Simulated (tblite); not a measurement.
C4H2FNO2 (charge +1 and doublet state).
Bonds: N1–C2 (triple), C2–C3, C3–C4, C4–F5, C3–O6, O6–C7, C7–O8 (double). Hydrogens: H9 on C4; H10 on C7.

Structure optimised with GFN2-xTB, isolated species. This method treats the open shell by occupation alone, without spin polarisation.

(1) What internal coordinates does the optimisation give?

Answers

(1) 
| bond | length (Å) |
| --- | --- |
| N1≡C2 | 1.141 |
| C2–C3 | 1.431 |
| C3–C4 | 1.377 |
| C4–F5 | 1.291 |
| C3–O6 | 1.338 |
| O6–C7 | 1.356 |
| C7=O8 | 1.184 |
| C4–H9 | 1.096 |
| C7–H10 | 1.106 |

A selection of angles:
| angle | degrees |
| --- | --- |
| N1–C2–C3 | 173.9 |
| C2–C3–C4 | 119.8 |
| C2–C3–O6 | 114.3 |
| C4–C3–O6 | 126.0 |
| C3–C4–F5 | 121.5 |
| C3–C4–H9 | 123.7 |
| F5–C4–H9 | 114.7 |
| C3–O6–C7 | 121.9 |
| O6–C7–O8 | 125.2 |
| O6–C7–H10 | 108.2 |
| O8–C7–H10 | 126.6 |

Torsions: C2–C3–C4–F5 11° (synperiplanar); C2–C3–O6–C7 -177° (antiperiplanar); C3–O6–C7–O8 8° (synperiplanar). The mirror-image conformer, all signs reversed, is as good.

Of the pairs four or more bonds apart, O8···H9 is among the closest relative to their van der Waals radii: 2.12 Å, 78 % of the sum of Bondi's values. C7 (carbon bonded to 2 O and H) is planar (angles 126.6°, 125.2° and 108.2°, sum 360.0°, 0.00 Å off the plane of its three neighbours). C3 (carbon bonded to 2 C and O) is planar (angles 126.0°, 119.8° and 114.3°, sum 360.0°, 0.01 Å off the plane of its three neighbours). C4 (carbon bonded to C, F and H) is planar (angles 123.7°, 121.5° and 114.7°, sum 359.9°, 0.03 Å off the plane of its three neighbours). The C–C distances run from 1.377 Å (C3–C4, drawn single) to 1.431 Å (C2–C3, drawn single), a spread of 0.054 Å. The C–O distances run from 1.184 Å (C7=O8, drawn double) to 1.356 Å (O6–C7, drawn single), a spread of 0.172 Å.

Point group: C1 (no symmetry element, even within 0.4 Å). Its GFN2-xTB frequencies are all real (lowest 69 cm⁻¹). 3 starts were optimised and ended at 0.00, 1.00 and 1.27 kcal/mol (GFN2-xTB); the lowest of these is shown.

The numbers are calculated, not measured.
